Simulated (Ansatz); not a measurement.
Reaction (formal exchange of groups at a Ge–C bond): `[CH3][Ge]([F])([F])[C]#N` + `C#N` → `N#[C][Ge]([F])([F])[C]#N` + CH₄

Computed with Ansatz on PBE0-D4/def2-TZVP structures; ΔE is electronic, products minus reactants. CCSD(T)/CBS adds triple-zeta CCSD(T) − MP2 to the extrapolated MP2 energy (def2 sets, frozen cores). This one scheme is used for every species. Functionals use def2-TZVPP. HSE06 is defined as in plane-wave codes. For Ge outer-core shells are correlated without core-valence functions, which leaves a few kJ/mol of doubt a bond. Scalar relativity is left out up to krypton.

(1) Is it downhill or uphill in electronic energy at CCSD(T)/CBS, and by how much? (Estimate.)

(2) What do these levels give: revPBE-D4, BLYP-D4, B2PLYP, PBE, r2SCAN0, HSE06, BHLYP, LC-ωPBE, CCSD/def2-SVP, MP2/def2-TZVPP, HF/CBS(def2), CCSD/CBS(def2)? (Best estimate.)

(3) What do rigid-rotor, harmonic-oscillator terms from PBE0-D4/def2-TZVP frequencies (298.15 K, 1 bar) make of the CCSD(T)/CBS value? (Best estimate.)

Largest T1 diagnostic among the species: 0.014.

Answers

(1) Ansatz gave: Uphill: ΔE = +22.4 kJ/mol.

(2) Ansatz gave: revPBE-D4 16.2, BLYP-D4 15.9, B2PLYP 15.6, PBE 18.3, r2SCAN0 20.8, HSE06 20.3, BHLYP 19.5, LC-ωPBE 22.8, CCSD/def2-SVP 10.2, MP2/def2-TZVPP 13.5, HF/CBS(def2) 16.9, CCSD/CBS(def2) 24.0 kJ/mol.

(3) The calculation gave: ΔZPE = -0.4 kJ/mol, ΔH = +23.1 kJ/mol, ΔS = -15 J/(mol·K), ΔG = +27.7 kJ/mol.

From BLYP to BHLYP (50 % exact exchange), in def2-TZVPP and without D4, ΔE moves by +4.0 kJ/mol. Leaving LDA and LC-ωPBE aside and taking each functional with its dispersion term where it has one, the values, not all of them listed here, spread over 9.4 kJ/mol, from B97M-V to ωB97M-V. LDA lies +7.0 kJ/mol from PBE without D4.
